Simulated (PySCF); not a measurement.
Broadened absorption spectrum of C3H11PSSi2

Species: C3H11PSSi2.
InChI=1S/C3H11PSSi2/c1-2-5-3-7-4-6/h2,4H,1,3,7H2,6H3

The calculation used TDDFT CAM-B3LYP/def2-SVPD, vertical, gas phase, core orbitals frozen in the response in PySCF. Geometry: GFN2-xTB, one conformer, isolated molecule. Torsions of this conformer, `[CH2:1]=[CH:2][S:3][CH2:4][SiH2:5][PH:6][SiH3:7]`: C1–C2–S3–C4 0°, C2–S3–C4–Si5 73°, S3–C4–Si5–P6 -140°, C4–Si5–P6–Si7 -162°.

Broadening: Gaussians 0.3 eV wide at half height, area fixed by f = 4.319×10⁻⁹ ∫ε dν̃. The width is an assumption, not a result. The curve ends short of the highest state used, and states not computed would add to its high-energy end.

λ (nm), ε (L mol⁻¹ cm⁻¹) and a bar:
```
    207.6       2426 #####
    208.9       3741 ########
    210.3       5619 #############
    211.6       7657 #################
    212.9       9742 ######################
    214.2      11578 ##########################
    215.6      12938 #############################
    216.9      13402 ##############################
    218.2      13027 #############################
    219.5      11906 ###########################
    220.9      10120 #######################
    222.2       8224 ##################
    223.5       6374 ##############
    224.9       4658 ##########
    226.2       3427 ########
    227.5       2556 ######
    228.8       1991 ####
    230.2       1628 ####
    231.5       1428 ###
    232.8       1287 ###
    234.1       1159 ###
    235.5       1012 ##
    236.8        861 ##
    238.1        703 ##
    239.4        550 #
    240.8        403 #
    242.1        288 #
    243.4        198 
    244.7        130 
    246.1         79 
    247.4         48 
    248.7         28 
    250.1         15 
    251.4          8 
    252.7          4 
    254.0          2
```

Question: Where are the band maxima, and which computed states make them?

Answer: 217 nm (5.71 eV), ε about 13000, made up of S2 (76%) and S3 (24%) (ε in L mol⁻¹ cm⁻¹; maxima over ε = 5, shares over 10%). The states used: S1 5.33 eV (f 0.012); S2 5.69 eV (f 0.115); S3 5.79 eV (f 0.043); S4 6.20 eV (f 0.0070); S5 6.24 eV (f 0.0007); S6 6.40 eV (f 0.0079); S7 6.46 eV (f 0.040); S8 6.57 eV (f 0.0040).

Question: Does any computed singlet lie in the visible range?

Answer: No computed singlet lies in the visible range (380 to 750 nm); the lowest, at 233 nm, stands 2.07 eV above its violet end (3.26 eV).

Question: Coming from long wavelengths, where does ε first pass 100 L mol⁻¹ cm⁻¹?

Answer: At about 245 nm (5.05 eV), 0.28 eV below S1.

Question: What would ε be at 5.71 eV, the highest of these maxima, with half the width (0.15 eV)?

Answer: About 23200 L mol⁻¹ cm⁻¹ against 13400, a factor of about 1.7; a lone state at its own centre would give exactly 2.
